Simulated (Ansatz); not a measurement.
Consider the ligand exchange at a Ga–C bond: `[GaH2][CH]1BO1` + `[OH][AlH2]` → `[AlH2][O][GaH2]` + `B1CO1`.

Calculated with Ansatz (gas phase, PBE0-D4/def2-TZVP geometries, no zero-point term in ΔE). CCSD(T)/CBS adds triple-zeta CCSD(T) − MP2 to the extrapolated MP2 energy (def2 sets, frozen cores). This one scheme is used for every species. Functionals use def2-TZVPP. HSE06 is defined as in plane-wave codes. For Ga outer-core shells are correlated without core-valence functions, which leaves a few kJ/mol of doubt a bond. Scalar relativity is left out up to krypton.

```csv
level,ΔE (kJ/mol),difference from CCSD(T)/CBS
revPBE-D4,-76.6,7.9
r2SCAN-D4,-87.4,-2.9
PBE0-D4,-82.6,1.9
HSE06-D4,-82.6,1.9
r2SCAN,-87.6,-3.1
r2SCAN0,-89.5,-5.0
BHLYP,-98.1,-13.6
MP2/def2-SVP,-107.7,-23.2
CCSD(T)/def2-SVP,-107.0,-22.5
SCS-MP2/def2-QZVPP,-92.9,-8.4
CCSD(T)/CBS,-84.5,0
```

Largest T1 diagnostic among the species: 0.016.

From BLYP to BHLYP (50 % exact exchange), in def2-TZVPP and without D4, ΔE moves by −9.5 kJ/mol. Leaving LDA and LC-ωPBE aside and taking each functional with its dispersion term where it has one, the values, not all of them listed here, spread over 20.4 kJ/mol, from BHLYP-D4 to revPBE-D4. At CCSD(T), def2-SVP lies −22.5 kJ/mol from the extrapolated value and def2-TZVPP −5.4 kJ/mol.
